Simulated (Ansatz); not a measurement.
Born–Oppenheimer molecular dynamics of C₂H₆AlFSi (11 atoms, charge 0, multiplicity 1). It starts from a relaxed structure.

Method: RKS PBE-D4/STO-3G in Ansatz.

| Quantity | Value |
| --- | --- |
| ensemble | NVE (Milne-controlled integrator) |
| time step | 0.25 fs |
| steps asked | 386 |
| starting velocities drawn for | 500 K |
| masses | H 2.014 u |
| seed | 418149 |

Frames 1.25 fs apart, positions in Å, forces in eV/Å.

Velocities at 72.5 fs (Å/ps):

```
C 0.94 2.65 -3.20
C -3.53 -1.64 -7.55
Al 2.55 -2.50 4.17
F -1.54 2.48 -3.99
Si -0.39 -1.33 -0.25
H 1.15 8.21 15.61
H 5.93 0.58 27.09
H 6.51 9.19 7.13
H -2.09 -0.85 1.30
H -8.37 4.15 -2.71
H -1.84 1.38 0.91
```

```xyz
11
Properties=species:S:1:pos:R:3:forces:R:3 time_fs=72.5 energy_less_start_eV=0.314 T=230
C 0.001 -0.642 1.885 -0.19 0.56 0.66
C -0.582 -1.271 0.826 0.19 -0.73 1.58
Al -0.668 -0.456 -0.909 -0.53 -1.07 0.02
F -1.615 -1.265 -2.003 0.32 0.45 0.26
Si 0.674 1.332 -1.304 0.06 0.64 -0.24
H 0.532 0.369 1.824 -0.65 -1.14 0.15
H -0.141 -1.081 2.934 0.71 0.72 -1.14
H -0.983 -2.264 1.241 -0.10 0.97 -1.39
H 0.507 2.503 -0.438 -0.08 -0.25 -0.02
H 2.023 0.870 -1.064 0.35 0.02 0.02
H 0.686 1.885 -2.659 -0.07 -0.17 0.10
11
Properties=species:S:1:pos:R:3:forces:R:3 time_fs=73.8 energy_less_start_eV=0.370 T=182
C 0.002 -0.638 1.881 -0.38 0.16 1.20
C -0.586 -1.274 0.817 0.62 -0.18 2.15
Al -0.665 -0.459 -0.904 -0.68 -1.05 -0.34
F -1.617 -1.262 -2.008 0.43 0.53 0.40
Si 0.673 1.330 -1.304 -0.19 0.73 -0.23
H 0.531 0.375 1.844 -0.65 -1.12 -0.03
H -0.131 -1.078 2.962 0.68 0.89 -1.94
H -0.975 -2.249 1.245 -0.28 0.55 -1.32
H 0.504 2.501 -0.437 -0.08 -0.27 -0.03
H 2.015 0.875 -1.067 0.60 -0.06 0.06
H 0.684 1.886 -2.658 -0.08 -0.17 0.08
11
Properties=species:S:1:pos:R:3:forces:R:3 time_fs=75.0 energy_less_start_eV=0.392 T=163
C 0.002 -0.634 1.879 -0.60 -0.27 1.35
C -0.589 -1.276 0.811 1.07 0.59 2.43
Al -0.663 -0.463 -0.899 -0.79 -1.00 -0.65
F -1.619 -1.258 -2.013 0.52 0.58 0.52
Si 0.673 1.329 -1.305 -0.33 0.72 -0.20
H 0.525 0.373 1.863 -0.51 -0.86 -0.22
H -0.116 -1.067 2.976 0.58 0.85 -2.26
H -0.970 -2.230 1.239 -0.53 -0.10 -1.07
H 0.501 2.497 -0.436 -0.08 -0.25 -0.02
H 2.010 0.880 -1.070 0.75 -0.11 0.08
H 0.680 1.886 -2.656 -0.08 -0.16 0.03
11
Properties=species:S:1:pos:R:3:forces:R:3 time_fs=76.2 energy_less_start_eV=0.370 T=182
C 0.002 -0.631 1.879 -0.82 -0.69 1.15
C -0.591 -1.278 0.809 1.48 1.42 2.47
Al -0.660 -0.468 -0.894 -0.84 -0.92 -0.89
F -1.620 -1.254 -2.017 0.59 0.61 0.61
Si 0.672 1.329 -1.305 -0.34 0.60 -0.15
H 0.516 0.364 1.881 -0.27 -0.38 -0.41
H -0.097 -1.051 2.974 0.42 0.62 -2.12
H -0.968 -2.213 1.225 -0.80 -0.84 -0.72
H 0.496 2.491 -0.434 -0.08 -0.19 0.01
H 2.011 0.884 -1.073 0.75 -0.10 0.08
H 0.677 1.884 -2.653 -0.09 -0.13 -0.03
11
Properties=species:S:1:pos:R:3:forces:R:3 time_fs=77.5 energy_less_start_eV=0.320 T=225
C 0.001 -0.628 1.880 -0.97 -0.98 0.59
C -0.592 -1.278 0.809 1.72 2.02 2.35
Al -0.659 -0.473 -0.890 -0.84 -0.80 -1.07
F -1.620 -1.250 -2.020 0.62 0.61 0.67
Si 0.671 1.328 -1.306 -0.22 0.40 -0.08
H 0.504 0.353 1.896 0.01 0.20 -0.59
H -0.074 -1.030 2.956 0.21 0.20 -1.48
H -0.973 -2.201 1.206 -0.98 -1.41 -0.39
H 0.492 2.484 -0.433 -0.09 -0.11 0.05
H 2.018 0.887 -1.074 0.60 -0.06 0.06
H 0.672 1.882 -2.651 -0.09 -0.09 -0.10
11
Properties=species:S:1:pos:R:3:forces:R:3 time_fs=78.8 energy_less_start_eV=0.265 T=272
C -0.002 -0.627 1.882 -0.98 -0.95 -0.30
C -0.590 -1.276 0.813 1.65 2.07 2.17
Al -0.657 -0.478 -0.887 -0.80 -0.64 -1.18
F -1.620 -1.244 -2.023 0.63 0.59 0.70
Si 0.670 1.328 -1.307 0.01 0.14 -0.01
H 0.493 0.343 1.907 0.26 0.72 -0.75
H -0.050 -1.007 2.927 0.00 -0.38 -0.36
H -0.984 -2.200 1.184 -0.95 -1.51 -0.23
H 0.486 2.476 -0.431 -0.09 -0.02 0.10
H 2.029 0.889 -1.075 0.34 0.03 0.01
H 0.667 1.879 -2.650 -0.09 -0.05 -0.16
11
Properties=species:S:1:pos:R:3:forces:R:3 time_fs=80.0 energy_less_start_eV=0.237 T=296
C -0.005 -0.627 1.883 -0.79 -0.50 -1.29
C -0.586 -1.271 0.819 1.18 1.43 1.90
Al -0.657 -0.484 -0.884 -0.71 -0.45 -1.23
F -1.620 -1.239 -2.026 0.61 0.54 0.70
Si 0.669 1.328 -1.308 0.28 -0.12 0.04
H 0.483 0.339 1.912 0.39 1.01 -0.87
H -0.026 -0.988 2.896 -0.16 -1.04 1.08
H -1.003 -2.209 1.159 -0.66 -1.05 -0.24
H 0.480 2.468 -0.429 -0.10 0.07 0.14
H 2.043 0.892 -1.077 0.04 0.12 -0.04
H 0.661 1.876 -2.650 -0.08 -0.01 -0.20
11
Properties=species:S:1:pos:R:3:forces:R:3 time_fs=81.2 energy_less_start_eV=0.237 T=296
C -0.010 -0.627 1.883 -0.39 0.26 -1.81
C -0.580 -1.264 0.827 0.38 0.31 1.39
Al -0.656 -0.490 -0.882 -0.58 -0.24 -1.22
F -1.619 -1.233 -2.028 0.56 0.46 0.68
Si 0.668 1.328 -1.308 0.52 -0.34 0.08
H 0.476 0.341 1.910 0.35 0.95 -0.94
H -0.003 -0.976 2.873 -0.23 -1.52 2.26
H -1.026 -2.226 1.133 -0.18 -0.25 -0.30
H 0.474 2.460 -0.426 -0.10 0.14 0.16
H 2.057 0.896 -1.078 -0.24 0.20 -0.08
H 0.655 1.872 -2.651 -0.08 0.02 -0.21
11
Properties=species:S:1:pos:R:3:forces:R:3 time_fs=82.5 energy_less_start_eV=0.231 T=302
C -0.015 -0.627 1.881 0.19 1.01 -1.20
C -0.575 -1.257 0.838 -0.58 -0.93 0.53
Al -0.656 -0.497 -0.880 -0.43 -0.03 -1.13
F -1.617 -1.226 -2.030 0.48 0.37 0.62
Si 0.667 1.327 -1.309 0.68 -0.49 0.09
H 0.472 0.351 1.902 0.18 0.62 -0.95
H 0.018 -0.975 2.866 -0.23 -1.58 2.48
H -1.051 -2.245 1.105 0.33 0.57 -0.30
H 0.466 2.453 -0.421 -0.09 0.17 0.15
H 2.069 0.902 -1.080 -0.46 0.26 -0.12
H 0.648 1.869 -2.654 -0.07 0.04 -0.18
11
Properties=species:S:1:pos:R:3:forces:R:3 time_fs=83.8 energy_less_start_eV=0.210 T=320
C -0.020 -0.626 1.877 0.88 1.46 0.51
C -0.569 -1.251 0.848 -1.50 -1.99 -0.59
Al -0.656 -0.503 -0.879 -0.25 0.17 -0.97
F -1.616 -1.220 -2.030 0.38 0.26 0.52
Si 0.667 1.327 -1.310 0.75 -0.56 0.08
H 0.469 0.365 1.886 -0.03 0.17 -0.86
H 0.038 -0.986 2.877 -0.24 -1.17 1.63
H -1.073 -2.260 1.075 0.74 1.16 -0.18
H 0.458 2.448 -0.415 -0.08 0.16 0.11
H 2.078 0.909 -1.083 -0.59 0.29 -0.13
H 0.641 1.866 -2.658 -0.06 0.04 -0.11
11
Properties=species:S:1:pos:R:3:forces:R:3 time_fs=85.0 energy_less_start_eV=0.207 T=322
C -0.024 -0.623 1.874 1.49 1.55 2.44
C -0.566 -1.248 0.859 -2.16 -2.61 -1.67
Al -0.656 -0.509 -0.879 -0.06 0.37 -0.77
F -1.614 -1.213 -2.031 0.26 0.14 0.40
Si 0.667 1.326 -1.310 0.71 -0.55 0.05
H 0.466 0.381 1.864 -0.21 -0.25 -0.70
H 0.056 -1.005 2.900 -0.29 -0.51 0.32
H -1.090 -2.266 1.043 0.99 1.41 0.03
H 0.450 2.444 -0.409 -0.06 0.12 0.05
H 2.082 0.918 -1.087 -0.61 0.29 -0.13
H 0.633 1.863 -2.663 -0.06 0.03 -0.02
11
Properties=species:S:1:pos:R:3:forces:R:3 time_fs=86.2 energy_less_start_eV=0.224 T=308
C -0.025 -0.618 1.874 1.78 1.26 3.66
C -0.566 -1.248 0.867 -2.38 -2.62 -2.34
Al -0.657 -0.515 -0.879 0.15 0.57 -0.53
F -1.611 -1.206 -2.031 0.12 0.02 0.25
Si 0.668 1.325 -1.311 0.55 -0.47 0.02
H 0.461 0.394 1.837 -0.29 -0.52 -0.47
H 0.071 -1.029 2.925 -0.35 0.14 -0.81
H -1.100 -2.262 1.012 1.03 1.29 0.30
H 0.440 2.441 -0.402 -0.03 0.05 -0.04
H 2.082 0.930 -1.091 -0.52 0.25 -0.11
H 0.625 1.861 -2.668 -0.05 0.02 0.08
```

Of the whole run (96 fs, mean temperature of the second half 241 K): The conserved energy stayed within 0.00073 meV per atom of its start (net change -9.1e-05 meV per atom), so the integration is sound. The temperature averaged 0.48 of the 500 K drawn at the start: a run that starts near a minimum puts about half its kinetic energy into the potential. A run of 0.097 ps of so small a system gives no equilibrium averages. Limits of this set-up: minimal basis.

The run took 8.2 min on 1 thread of Arm Neoverse V2, with other jobs on the host, peak memory 0.084 GiB.
